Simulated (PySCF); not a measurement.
**Potential energy of Cs2 along the bond**

Set-up: PySCF, scalar-relativistic core potentials, basis sets Cs def2-TZVP with ECP46. Energies in eV from Cs + Cs in their ground configurations at the same level. State: ¹Σg⁺ (singlet), closed shell.

All columns are r²SCANh.

| R (Å) | E (eV) | HOMO (eV) | LUMO (eV) | Mayer bond order | ⟨S²⟩ |
| --- | --- | --- | --- | --- | --- |
| 4.096 | -0.149 | -2.49 | -1.21 | 1.01 | 0.00 |
| 4.287 | -0.213 | -2.46 | -1.22 | 1.01 | 0.00 |
| 4.477 | -0.254 | -2.42 | -1.23 | 1.00 | 0.00 |
| 4.620 | -0.273 | -2.40 | -1.24 | 1.00 | 0.00 |
| 4.763 | -0.281 | -2.38 | -1.26 | 1.00 | 0.00 |
| 4.906 | -0.281 | -2.36 | -1.28 | 1.00 | 0.00 |
| 5.096 | -0.270 | -2.34 | -1.31 | 1.00 | 0.00 |
| 5.335 | -0.241 | -2.31 | -1.35 | 1.00 | 0.00 |
| 5.620 | -0.193 | -2.28 | -1.41 | 0.99 | 0.00 |
| 6.001 | -0.115 | -2.25 | -1.48 | 0.99 | 0.00 |

Closed-shell solutions of metal pairs were not tested for spin polarisation, which can lower them a little. The bond is weak. Basis-set superposition, not corrected here, can be much of De in a small basis, most of all at correlated wavefunction levels. Functionals without a dispersion term scatter widely for such bonds, and LDA overbinds them. Spin–orbit coupling is left out.
